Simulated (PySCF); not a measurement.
# A PySCF run on GeBi⁺

State: ³Σ⁻ (triplet), unpaired electrons π ↑↑.

An equivalent input (the run itself took its basis sets from the Basis Set Exchange, started from a PBE0 density and held the occupation σ 12α 12β, πx 6α 5β, πy 6α 5β, δx 2α 2β, δy 2α 2β):

```python
from pyscf import gto, dft
mol = gto.M(atom='Ge 0 0 0; Bi 0 0 2.683', basis={'Ge': 'def2-SVP', 'Bi': 'def2-SVP'}, ecp={'Bi': 'def2-SVP'},
            charge=1, spin=2, verbose=4, symmetry='C2v')
mf = dft.UKS(mol, xc='PBE_R,PBE')
mf.grids.atom_grid = (80, 434)
mf.grids.prune = dft.gen_grid.treutler_prune
mf.irrep_nelec = {'A1': (14, 14), 'A2': (2, 2), 'B1': (6, 5), 'B2': (6, 5)}
mf.conv_tol = 1e-9
mf.max_cycle = 60
mf.diis_space = 10
mf.kernel()
```

The log (some set-up lines and the per-cycle HOMO/LUMO lines removed):

```
******** <class 'pyscf.dft.uks_symm.SymAdaptedUKS'> ********
method = SymAdaptedUKS
damping factor = 0
level_shift factor = 0
DIIS = <class 'pyscf.scf.diis.CDIIS'>
diis_start_cycle = 1
diis_space = 10
diis_damp = 0
SCF conv_tol = 1e-09
SCF conv_tol_grad = None
SCF max_cycles = 60
number electrons alpha = 28  beta = 26
Set gradient conv threshold to 3.16228e-05
init E= -2291.00436656132
cycle= 1 E= -2291.00489589008  delta_E= -0.000529  |g|= 0.0504  |ddm|= 0.152
cycle= 2 E= -2290.99476307427  delta_E= 0.0101  |g|= 0.0963  |ddm|= 0.25
cycle= 3 E= -2291.00279329623  delta_E= -0.00803  |g|= 0.062  |ddm|= 0.293
cycle= 4 E= -2291.00614744567  delta_E= -0.00335  |g|= 0.00148  |ddm|= 0.0984
cycle= 5 E= -2291.0061488236  delta_E= -1.38e-06  |g|= 0.000786  |ddm|= 0.00226
cycle= 6 E= -2291.00614955199  delta_E= -7.28e-07  |g|= 4.59e-05  |ddm|= 0.00149
cycle= 7 E= -2291.00614955407  delta_E= -2.08e-09  |g|= 1.58e-05  |ddm|= 9.85e-05
cycle= 8 E= -2291.00614955437  delta_E= -3e-10  |g|= 1.61e-06  |ddm|= 3.87e-05
Extra cycle  E= -2291.00614955436  delta_E= 8.19e-12  |g|= 3.72e-06  |ddm|= 1.08e-05
converged SCF energy = -2291.00614955436  <S^2> = 2.0029796  2S+1 = 3.0019857
```

Repeating this along the bond gives Re = 2.727 Å and ωe = 198 cm⁻¹.

A point of this curve took 0.68 CPU seconds beside 0.29 for the integrals, on Arm Neoverse V1 (shared host).

These are scalar-relativistic numbers at best; spin–orbit coupling would shift them, the dissociation energy most. The state is the lowest determinant that a PBE0 search found; another state may lie lower at other levels.
